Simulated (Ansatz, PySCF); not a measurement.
Reaction 0.5 R1 + 0.5 R2 → P1, each structure at its B3LYP-D3(BJ)/def2-TZVP stationary point, reached from a drawn start (curvature not checked).
R1: SiF4 (SMILES F[Si](F)(F)F), charge 0, multiplicity 1.
R2, SiCl4 (SMILES Cl[Si](Cl)(Cl)Cl) (charge 0, multiplicity 1, Z-matrix in Å and degrees):
```
Si
Cl 1 2.0325
Cl 1 2.0325 2 109.47
Cl 1 2.0325 2 109.47 3 -120.00
Cl 1 2.0325 2 109.47 3 120.00
```
P1: Cl2F2Si (SMILES F[Si](F)(Cl)Cl), charge 0, multiplicity 1.

P less R. No zero-point or thermal terms.

Correlated levels freeze the cores.

Programs: Ansatz (Gaussian basis) for Hartree–Fock, density functionals and correlated methods; PySCF for the D3/D4 terms. No computed number here is a measurement.

Problem. One of these levels gives 1.40 kcal/mol for the reaction energy. Which?
A. BHLYP-D3(BJ)/def2-TZVPP
B. BLYP-D4/def2-TZVPP
C. MP2/cc-pV(T+d)Z
D. BLYP/def2-TZVPP

Solution. C, MP2/cc-pV(T+d)Z. The others give -0.18 (BLYP/def2-TZVPP), 0.30 (BLYP-D4/def2-TZVPP), 0.83 (BHLYP-D3(BJ)/def2-TZVPP)

Ansatz is a program for electronic structure.
